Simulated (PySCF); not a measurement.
## A small calculation by hand: dipole moment from atomic charges

Al(F)(Br)(NH2) (AlBrFH2N), SMILES [NH2][Al]([F])[Br]. Atoms are numbered in the order given.

```xyz
6

Al     0.0692    -0.9419     0.0000
F      1.5585    -1.6724     0.0000
Br    -0.0440     1.2927     0.0000
N     -1.3814    -1.9229     0.0000
H     -2.3246    -1.5530     0.0000
H     -1.3926    -2.9363     0.0000
```

Geometry optimised at PBE0-D3(BJ)/def2-SVP. The values are those of a single conformer.

Charges (e) from HF/def2-TZVPD (PySCF):

```
atom  ESP fit     IAO
----  -------  ------
Al1     1.171   1.364
F2     -0.464  -0.631
Br3    -0.310  -0.332
N4     -1.222  -0.953
H5      0.385   0.277
H6      0.440   0.275
```

The dipole moment of the full density is 2.45 D.

Task: What dipole moment does each set of point charges give, and which comes closer to that of the density?

Result: 
μ = Σ q r, and 1 e Å = 4.8032 D.
ESP fit: Σ q r = (-0.448, -0.268, 0.000) e Å, |μ| = 2.51 D.
IAO: Σ q r = (-0.585, -0.064, 0.000) e Å, |μ| = 2.83 D.
ESP fit comes closer in size. Point charges leave out the atoms' own dipoles (lone pairs, polarised bonds); fits to the potential absorb them, partitions of the density don't.
